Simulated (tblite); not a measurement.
Species: C6H3O (doublet state).
InChI=1S/C6H3O/c1-2-6-3-4-7-5-6/h1,3,5H

Level: GFN2-xTB in tblite, geometry and Hessian alike; calculated harmonic values, unscaled, isolated species. Errors from tens to a few hundred cm⁻¹ against measured bands are possible. Open shells enter through the occupations alone, without spin polarisation, and single modes of such species can be off by tens of per cent.

Harmonic wavenumbers (cm⁻¹): 144.0, 150.0, 372.3, 439.5, 471.3, 568.3, 568.5, 658.5, 662.0, 729.4, 801.6, 831.9, 957.8, 1039.7, 1081.1, 1153.0, 1218.2, 1270.8, 1487.9, 1558.4, 2241.0, 3171.1, 3214.6, 3398.5.

A = 9740, B = 2006, C = 1664 MHz; mass 91.018 u (most abundant isotopes); point group Cs, symmetry number 1; spin multiplicity 2.

Zero-point energy?

Half the sum of the wavenumbers: 14095 cm⁻¹ = 40.30 kcal/mol.

Give the ideal-gas entropy at 298.15 K and 1 bar in the rigid-rotor, harmonic-oscillator model (classical rotation).

Translation 39.46, rotation 26.69, vibration 10.84, spin (R ln 2) 1.38: S = 78.4 cal/(mol K).

And Cp and H(298.15 K) − H(0)?

Cp = 23.82 cal/(mol K), of which vibrations give 15.87 (their classical limit is 24 R = 47.7); H(298.15 K) − H(0) = 4.36 kcal/mol without the zero-point energy, 1.99 from vibrations.

How do the functions run with temperature in this model?

```json
{"T (K)": "100", "S (cal/(mol K))": "60.6", "Cp (cal/(mol K))": "11.4", "H − H(0) (kcal/mol)": "0.92", "G − H(0) (kcal/mol)": "-5.14", "ln q(vib)": "0.27"}
{"T (K)": "200", "S (cal/(mol K))": "70.2", "Cp (cal/(mol K))": "17.4", "H − H(0) (kcal/mol)": "2.34", "G − H(0) (kcal/mol)": "-11.71", "ln q(vib)": "1.07"}
{"T (K)": "300", "S (cal/(mol K))": "78.5", "Cp (cal/(mol K))": "23.9", "H − H(0) (kcal/mol)": "4.41", "G − H(0) (kcal/mol)": "-19.15", "ln q(vib)": "2.11"}
{"T (K)": "500", "S (cal/(mol K))": "93.3", "Cp (cal/(mol K))": "33.8", "H − H(0) (kcal/mol)": "10.26", "G − H(0) (kcal/mol)": "-36.37", "ln q(vib)": "4.55"}
{"T (K)": "800", "S (cal/(mol K))": "111.1", "Cp (cal/(mol K))": "41.8", "H − H(0) (kcal/mol)": "21.73", "G − H(0) (kcal/mol)": "-67.14", "ln q(vib)": "8.30"}
{"T (K)": "1000", "S (cal/(mol K))": "120.8", "Cp (cal/(mol K))": "45.0", "H − H(0) (kcal/mol)": "30.42", "G − H(0) (kcal/mol)": "-90.35", "ln q(vib)": "10.64"}
```

q(vib) and H(0) count from the zero-point level.

Which modes carry the vibrational entropy at 298.15 K?

144.0 cm⁻¹: 2.75; 150.0 cm⁻¹: 2.67; 372.3 cm⁻¹: 1.07; 439.5 cm⁻¹: 0.83; 471.3 cm⁻¹: 0.73; 568.3 cm⁻¹: 0.51 cal/(mol K); the other 18 give 2.28 together.

What must be added to the electronic energy to get the Gibbs energy at 298.15 K and 1 bar?

ZPE + [H(298.15 K) − H(0)] − T·S = 40.30 + 4.36 − 23.37 = 21.29 kcal/mol.

Hindered rotation and anharmonicity are outside this model.

Hardware: an Arm Neoverse V2 with one thread, shared host. Cost: 0.16 s. This covers the Hessian and the dipole derivatives.
